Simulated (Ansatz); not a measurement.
Reaction (isomerisation): `CO[SiH](C)C#N` → `C[SiH2]C1N=CO1`

Calculated with Ansatz (gas phase, PBE0-D4/def2-TZVP geometries, no zero-point term in ΔE). CCSD(T)/CBS adds triple-zeta CCSD(T) − MP2 to the extrapolated MP2 energy (def2 sets, frozen cores). DFT in def2-TZVPP. B3LYP here is the variant with VWN-RPA as its local correlation; programs differ in this. Each species was taken in one conformer, which may not be the lowest.

(1) Is it downhill or uphill in electronic energy at CCSD(T)/CBS, and by how much? (Best estimate.)

(2) What do these levels give: LDA (SPW92), B97M-V, B3LYP-D4, PBE, r2SCAN, LC-ωPBE, RPA@PBE/def2-TZVPP, CCSD/def2-SVP, CCSD(T)/def2-SVP, MP2/def2-TZVPP, CCSD(T)/def2-TZVPP, MP2/def2-QZVPP? (An estimate is asked.)

Largest T1 diagnostic among the species: 0.014.

## Answers

(1) The calculation gave: Uphill: ΔE = +64.2 kcal/mol.

(2) The calculation gave: LDA (SPW92) 45.0, B97M-V 60.8, B3LYP-D4 63.4, PBE 52.8, r2SCAN 58.7, LC-ωPBE 55.9, RPA@PBE/def2-TZVPP 62.7, CCSD/def2-SVP 61.3, CCSD(T)/def2-SVP 59.5, MP2/def2-TZVPP 66.2, CCSD(T)/def2-TZVPP 64.3, MP2/def2-QZVPP 66.2 kcal/mol.

From PBE to PBE0 (25 % exact exchange), in def2-TZVPP and without D4, ΔE moves by +2.4 kcal/mol. At CCSD(T), def2-SVP lies −4.7 kcal/mol from the extrapolated value and def2-TZVPP +0.2 kcal/mol.
